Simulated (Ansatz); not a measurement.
```xyz
8

B     0.0483   -0.0074    0.8701
B    -0.0363   -0.0218   -0.8543
H     1.0037   -0.0365   -0.0325
H    -0.9939    0.0237   -0.0440
H    -0.0340    1.0579    1.5028
H    -0.0394   -1.0271    1.4480
H    -0.0403    1.0804   -1.4601
H    -0.0103   -1.0986   -1.4802
```

Basis set: aug-cc-pVDZ (spherical functions). Frozen core: 2 orbitals. Charge 0, multiplicity 1.

Computed with Ansatz (development build ahead of 0.2.0); each method stands on the lowest determinant of its kind that the runs found. Restricted open shells among the atoms or ions are ROHF, correlated in semicanonical orbitals with singles.

The atomization energy at this shape (free ground-state atoms in the same class of orbitals less the molecule, no zero-point energy) of singlet B2H6:

```json
{"method": "RHF", "atomization energy": "20.66 eV"}
```

(1) What does RHF-MP2 give?

## Answers

(1) 24.55 eV.
